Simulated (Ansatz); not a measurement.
`CC(C)[SiH2]Cl` → `CC(C)[Si]Cl` + H₂  (silylene formation by 1,1-elimination)

Isolated molecules relaxed with PBE0-D4/def2-TZVP in Ansatz; ΔE leaves out vibrations. CBS: MP2 limit from def2 TZ/QZ plus the TZ coupled-cluster correction, frozen cores. This one scheme is used for every species. DFT in def2-TZVPP. Each species was taken in one conformer, which may not be the lowest.

(1) Is it downhill or uphill in electronic energy at CCSD(T)/CBS, and by how much? (An estimate is asked.)

(2) What do these levels give: PBE0-D4, PBE0, HF/def2-TZVPP, SCS-MP2/def2-QZVPP, MP2/CBS(def2), CCSD/CBS(def2)? (An estimate is asked.)

(3) What do rigid-rotor, harmonic-oscillator terms from PBE0-D4/def2-TZVP frequencies (298.15 K, 1 bar) make of the CCSD(T)/CBS value? (Best estimate.)

Largest T1 diagnostic among the species: 0.011.

Answers

(1) Ansatz gave: Uphill: ΔE = +50.7 kcal/mol.

(2) The calculation gave: PBE0-D4 52.4, PBE0 52.0, HF/def2-TZVPP 55.0, SCS-MP2/def2-QZVPP 52.4, MP2/CBS(def2) 52.9, CCSD/CBS(def2) 51.7 kcal/mol.

(3) Ansatz gave: ΔZPE = -5.0 kcal/mol, ΔH = +47.6 kcal/mol, ΔS = 132 J/(mol·K), ΔG = +38.2 kcal/mol. Modes under 50 cm⁻¹ make the entropy rough.

From BLYP to BHLYP (50 % exact exchange), in def2-TZVPP and without D4, ΔE moves by +9.9 kcal/mol. Leaving LDA and LC-ωPBE aside and taking each functional with its dispersion term where it has one, the values, not all of them listed here, spread over 11.1 kcal/mol, from BLYP-D4 to r2SCAN0-D4. LDA lies +5.9 kcal/mol from PBE without D4. In def2-TZVPP, CCSD(T) changes the Hartree–Fock value by −4.7 kcal/mol (the triples alone add −1.0 kcal/mol) and MP2 by −2.4 kcal/mol.
